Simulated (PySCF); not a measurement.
# Dipole response of Ge⁻ (germanium, charge -1)

[Ar] 3d10 4s2 4p3, high-spin 4S determinant. All numbers are calculated (PySCF 2.14, scalar relativity by spin-free X2C-1e, in x2c-QZVPPall with one added diffuse shell each of s, p, d, f type (12s9p6d5f1g, 113 functions)). Coupled (time-dependent) response in atomic units; α is the mean over directions.

| method | mean α (bohr³) | C₆ (like pair) | S(−4) |
| --- | --- | --- | --- |
| M06-2X | 146.9 | 2230 | 11170 |

S(−4) is the Cauchy moment in α(ω) = α(0) + S(−4) ω² + …

α(iu) at M06-2X:

| u (hartree) | α(iu) (bohr³) |
| --- | --- |
| 0 | 146.9 |
| 0.0500 | 124.9 |
| 0.100 | 91.43 |
| 0.200 | 50.28 |
| 0.300 | 30.79 |
| 0.500 | 14.81 |
| 0.750 | 7.863 |
| 1.00 | 4.974 |
| 1.50 | 2.629 |
| 2.00 | 1.695 |
| 3.00 | 0.9313 |
| 5.00 | 0.4449 |

A single London oscillator, α(iu) = α/(1 + u²/ω²), gives C₆ = (3/4) ω α². Matching the computed C₆ needs ω = 4 × 2230 / (3 × 146.9²) = 0.138 hartree.

For an ion, C₆ is the dispersion term alone; charge-induced terms of lower order in 1/R come first.

The outer electron is barely bound at this level, so radii and moments hang on the diffuse functions.
